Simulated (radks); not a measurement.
The mean radii <r> (bohr) of the occupied orbitals of an atom or ion are listed with their occupations. Method: scalar-relativistic Kohn-Sham, r2SCAN, spin-unpolarised, spherical densities, finite nucleus; meta-GGA in the generalised Kohn-Sham scheme; Fermi nuclear charge, rms radius of each element as measured or else 0.836 A^(1/3) + 0.57 fm; computed with a radial shooting solver on a logarithmic mesh with Libxc functionals.

orbital  occ.      <r>
1s          2  0.08571
2s          2   0.4098
2p          6   0.3722
3s          2    1.191

Name the element and its charge.

Answer. Z = 18, argon, charge +6: Ar6+ in [Ne] 3s2. The 1s radius gives Z: for a bare nucleus <r> = (2 gamma + 1)/(2Z) with gamma = sqrt(1 - (Z/c)^2), 0.08285 bohr for Z = 18, and screening makes it slightly larger (0.08571 here). The occupations add up to 12, and the charge is Z minus that.
